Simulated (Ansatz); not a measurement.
Geometry optimisation, RKS PBE0/def2-SVP in Ansatz.

input.yaml

```yaml
crystal:
  periodic: [false, false, false]
  atoms:
    - { symbol: Si, position_ang: [0.4172, -1.971, 0.2519] }
    - { symbol: Si, position_ang: [0.057, 0.2438, -0.1674] }
    - { symbol: S, position_ang: [1.5398, 1.1722, -1.3924] }
    - { symbol: O, position_ang: [-1.4342, 0.6237, -0.6985] }
    - { symbol: B, position_ang: [-1.8526, 1.8296, 0.086] }
    - { symbol: Se, position_ang: [-0.4585, 1.423, 1.5865] }
    - { symbol: H, position_ang: [1.6672, -2.1085, 0.9585] }
    - { symbol: H, position_ang: [0.446, -2.6426, -1.0402] }
    - { symbol: H, position_ang: [-0.7352, -2.4107, 1.1085] }
    - { symbol: H, position_ang: [1.26718, 0.24159, -2.48003] }
    - { symbol: H, position_ang: [-2.1604, 2.9158, -0.2548] }
basis:
  gaussian: { orbitals: def2-SVP }
hamiltonian:
  xc: pbe0
relax:
  f_tol: 0.015
  max_steps: 40
```

Launched with:

```bash
$ ansatz run input.yaml --threads 2 --pin off --max-ram 3072MiB --backend cpu --events-out ev --progress --plain --runs-dir out
```

**Question.** Where does it end, and by what steps?

**Answer.** The run converged. After 10 steps the energy has fallen by 1.651 eV; H11 moved furthest, 1.07 Å.

```json
{"step": "0", "energy less start (eV)": "0.0000", "largest force component (eV/Å)": "4.612", "accepted": "yes"}
{"step": "1", "energy less start (eV)": "-1.1809", "largest force component (eV/Å)": "2.282", "accepted": "yes"}
{"step": "2", "energy less start (eV)": "-1.4672", "largest force component (eV/Å)": "0.764", "accepted": "yes"}
{"step": "3", "energy less start (eV)": "-1.5569", "largest force component (eV/Å)": "0.557", "accepted": "yes"}
{"step": "4", "energy less start (eV)": "-1.6091", "largest force component (eV/Å)": "0.243", "accepted": "yes"}
{"step": "5", "energy less start (eV)": "-1.6319", "largest force component (eV/Å)": "0.206", "accepted": "yes"}
{"step": "6", "energy less start (eV)": "-1.6436", "largest force component (eV/Å)": "0.202", "accepted": "yes"}
{"step": "7", "energy less start (eV)": "-1.6491", "largest force component (eV/Å)": "0.129", "accepted": "yes"}
{"step": "8", "energy less start (eV)": "-1.6502", "largest force component (eV/Å)": "0.073", "accepted": "yes"}
{"step": "9", "energy less start (eV)": "-1.6508", "largest force component (eV/Å)": "0.026", "accepted": "yes"}
{"step": "10", "energy less start (eV)": "-1.6509", "largest force component (eV/Å)": "0.011", "accepted": "yes"}
```

```xyz
11
Properties=species:S:1:pos:R:3
Si 0.279 -1.850 0.188
Si 0.167 0.439 -0.291
S 1.728 1.086 -1.587
O -1.413 0.858 -0.838
B -1.733 1.707 0.177
Se -0.190 1.885 1.428
H 1.530 -2.113 0.959
H 0.315 -2.624 -1.091
H -0.916 -2.247 0.989
H 1.785 -0.077 -2.276
H -2.799 2.253 0.300
```

Run time: 80 s on 2 threads of Arm Neoverse V1, with other jobs on the host, peak memory 0.41 GiB.
